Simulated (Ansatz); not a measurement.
Energy difference R1 → P1 + P2, each structure at its B3LYP-D3(BJ)/def2-TZVP stationary point, reached from a drawn start (curvature not checked).
R1, Cl2H2Si (SMILES Cl[SiH2]Cl) (charge 0, multiplicity 1):
| atom | x (Å) | y (Å) | z (Å) |
|---|---|---|---|
| Si | -0.0047 | -0.1445 | 0.0058 |
| Cl | 1.7146 | 0.9758 | -0.0017 |
| Cl | -1.6472 | 1.0826 | -0.0803 |
| H | -0.0584 | -0.9073 | 1.2614 |
| H | -0.0043 | -1.0065 | -1.1852 |
P1: Cl2Si (SMILES Cl[Si]Cl), charge 0, multiplicity 1.
P2, H2 (SMILES [H][H]) (charge 0, multiplicity 1, Z-matrix in Å and degrees):
```
H
H 1 0.7440
```

P less R. No zero-point or thermal terms.

Cores are frozen in the correlated methods.

Programs: Ansatz (a first-principles code) with Gaussian orbitals. No computed number here is a measurement.

Total energies in hartree:

| structure | PBE/def2-TZVPP | r2SCAN/def2-TZVPP | CCSD(T)/cc-pV(Q+d)Z |
|---|---|---|---|
| R1 | -1210.698432 | -1211.143071 | -1209.888433 |
| P1 | -1209.477517 | -1209.907121 | -1208.651366 |
| P2 | -1.166122 | -1.171285 | -1.173794 |

Question: Work out the reaction energy at each level in kcal/mol (1 hartree = 627.50947 kcal/mol), and say how far PBE/def2-TZVPP lies from CCSD(T)/cc-pV(Q+d)Z.

Answer: 
- PBE/def2-TZVPP: (-1209.477517) + (-1.166122) − (-1210.698432) = 0.054793 hartree = 34.38 kcal/mol
- r2SCAN/def2-TZVPP: (-1209.907121) + (-1.171285) − (-1211.143071) = 0.064665 hartree = 40.58 kcal/mol
- CCSD(T)/cc-pV(Q+d)Z: (-1208.651366) + (-1.173794) − (-1209.888433) = 0.063273 hartree = 39.70 kcal/mol
PBE/def2-TZVPP less CCSD(T)/cc-pV(Q+d)Z: -5.32 kcal/mol. CCSD(T)/cc-pV(Q+d)Z is the level counted from, the highest shown, and no exact or measured value.
